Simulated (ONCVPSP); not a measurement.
# u(r) = r·R(r): atom against pseudo-atom (sulfur)

Columns: radius, all-electron u(r) and pseudo u(r) of the 2p shell (level -157.93 eV) of sulfur in the configuration [He] 2s2 2p6 3s1 3p5; PBE, scalar-relativistic, ONCV scheme, ONCVPSP 4.0.1.

| r (bohr) | all-electron | pseudo |
| --- | --- | --- |
| 0.042 | 0.1671 | 0.0740 |
| 0.085 | 0.4919 | 0.2838 |
| 0.128 | 0.8171 | 0.5816 |
| 0.170 | 1.0769 | 0.8967 |
| 0.212 | 1.2642 | 1.1788 |
| 0.255 | 1.3837 | 1.3914 |
| 0.298 | 1.4404 | 1.5097 |
| 0.340 | 1.4478 | 1.5396 |
| 0.382 | 1.4190 | 1.5038 |
| 0.425 | 1.3632 | 1.4251 |
| 0.467 | 1.2913 | 1.3286 |
| 0.510 | 1.2068 | 1.2247 |
| 0.552 | 1.1186 | 1.1253 |
| 0.595 | 1.0266 | 1.0281 |
| 0.638 | 0.9356 | 0.9356 |
| 0.680 | 0.8497 | 0.8495 |
| 0.722 | 0.7680 | 0.7678 |
| 0.765 | 0.6896 | 0.6894 |
| 0.807 | 0.6184 | 0.6183 |
| 0.850 | 0.5513 | 0.5512 |
| 0.892 | 0.4915 | 0.4914 |
| 0.935 | 0.4360 | 0.4359 |
| 0.977 | 0.3870 | 0.3869 |
| 1.020 | 0.3421 | 0.3420 |
| 1.062 | 0.3027 | 0.3026 |
| 1.105 | 0.2668 | 0.2667 |

Question: How many radial nodes do the two functions have?

Answer: The all-electron 2p function has n − l − 1 = 0; the pseudo-wave has 0.

Question: At about which radius was the pseudo-wave matched?

Answer: 0.70 bohr. The columns agree to 0.0005 from 0.64 bohr on; several derivatives are matched, so the curves merge somewhat inside the radius.

Question: Is the pseudo-wave norm-conserving?

Answer: Yes: the ONCV scheme keeps the norm inside the radius equal to the all-electron one, which fixes the energy derivative of the logarithmic derivative at the level.
